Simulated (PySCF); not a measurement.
All values below come from B3LYP-D3(BJ)/def2-TZVP // B3LYP-D3(BJ)/def2-SVP run with PySCF. Gas-phase values, no solvent. B3LYP has the VWN-RPA correlation part, as in Gaussian. Excitations are Tamm–Dancoff values on a coarser integration grid. The basis has no diffuse functions, so Rydberg states are missing or too high.

Reference species (SMILES): `C1C(=C[SiH2]C=1)C#N` (neutral, multiplicity 1).

```json
{
 "T1 excitation (TDA)": "2.48 eV",
 "S1 oscillator strength": "0.056"
}
```

Changed species: `N#CC1=CC=C[SiH2]1`.

Problem. Predict the effect on the T1 excitation (TDA) and S1 oscillator strength.

Solution. the T1 excitation (TDA) drops by 0.14 eV, to 2.34 eV; the S1 oscillator strength rises by 0.162, to 0.218.
